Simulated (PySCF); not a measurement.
AlH₃, SMILES [AlH3].

The structure is a stationary point at B3LYP-D3(BJ)/def2-TZVPD. The isomer is the one that the SMILES or the coordinates give; other isomers of the formula were not compared.

Two levels are set side by side: TDDFT-PBE/def2-TZVPD (PySCF) and TDDFT-CAM-B3LYP/def2-TZVPD (PySCF). Vertical, same geometry. The lowest singlet is HOMO→LUMO 100 % with PBE and HOMO→LUMO 99 % with the other functional; states are paired by order. Differences are taken from unrounded values.

```tsv
quantity	TDDFT-CAM-B3LYP
lowest singlet excitation (eV)	5.37
lowest triplet excitation (TDA) (eV)	4.88
first bright state (f over 0.05) (eV)	8.15
its oscillator strength	0.17
```

### Question
What does TDDFT-PBE give, and how far is it from TDDFT-CAM-B3LYP? (Estimate from the structure and the level; the computed values follow.)

### Answer

| quantity | TDDFT-PBE | TDDFT-PBE minus TDDFT-CAM-B3LYP |
|---|---|---|
| lowest singlet excitation (eV) | 4.88 | -0.49 |
| lowest triplet excitation (TDA) (eV) | 4.42 | -0.46 |
| first bright state (f over 0.05) (eV) | 7.40 | -0.76 |
| its oscillator strength | 0.12 | -0.05 |

Functionals without exact exchange tend to place singlet excitations lower, as here. Differences between two approximate levels are no errors against the true value.

Rough cost on one machine, each run with all the roots and properties that it gave: TDDFT-CAM-B3LYP against TDDFT-PBE about 3 times.
